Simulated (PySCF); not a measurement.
**Radial density of Pb²⁺ (lead, charge +2)**

BLYP, [Xe] 4f14 5d10 6s1 6d1, 6s spin antiparallel (an excited configuration). All numbers are calculated (PySCF 2.14, a scalar-relativistic core potential, in aug-cc-pVTZ-PP with ECP60MDF (6s5p4d2f, 55 functions)). This is the valence pseudo-density: the core potential removes the inner electrons and smooths the orbitals near the nucleus.

| r (bohr) | 4πr²ρ (e/bohr) | 4πr²(ρα − ρβ) |
| --- | --- | --- |
| 0.0194 | 1.599e-05 | 0.0000 |
| 0.0326 | 3.095e-05 | 0.0000 |
| 0.0549 | 4.699e-05 | 0.0000 |
| 0.0924 | 0.0001604 | 0.0000 |
| 0.155 | 0.001662 | 0.0000 |
| 0.261 | 0.03571 | -0.0006 |
| 0.439 | 1.465 | -0.0345 |
| 0.739 | 16.76 | -0.0890 |
| 1.24 | 14.43 | -0.1054 |
| 2.09 | 2.528 | -0.5972 |
| 3.52 | 0.4334 | 0.2320 |
| 5.92 | 0.1012 | 0.1006 |
| 9.95 | 0.002364 | 0.0024 |

Energies and moments cover only the electrons outside the core potential. Spin-orbit coupling, absent here, splits the open shell strongly. The outer electron is Rydberg-like, and this basis confines it to a smaller radius and binds it less than a complete one would. With the s spin flipped the determinant is a mixture of two multiplicities, not a spectroscopic state.
